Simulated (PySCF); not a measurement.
Excitations are Tamm–Dancoff values on a coarser integration grid. The basis has no diffuse functions, so Rydberg states are missing or too high.

**H₂AlBr, SMILES `[AlH2][Br]` (charge 0, multiplicity 1)**

Calculation: r2SCAN-D4/def2-TZVP (PySCF 2.14.0).

- HOMO: -7.35 eV
- dipole moment: 1.15 D
- HOMO–LUMO gap: 5.19 eV
- LUMO: -2.16 eV
- S1 excitation (TDA): 5.19 eV
- S1 oscillator strength: 0.000
- brightest of the four lowest singlets (TDA): 6.12 eV
- T1 excitation (TDA): 4.84 eV
- S1–T1 gap (TDA): 0.35 eV
- total energy: -76676.18 eV
- cost: roughly 40 core-seconds

Bond lengths (Å): Al1–Br2 2.257, Al1–H3 1.574, Al1–H4 1.574. Bond angles (°): Br2–Al1–H3 117.6, Br2–Al1–H4 117.6, H3–Al1–H4 124.7.
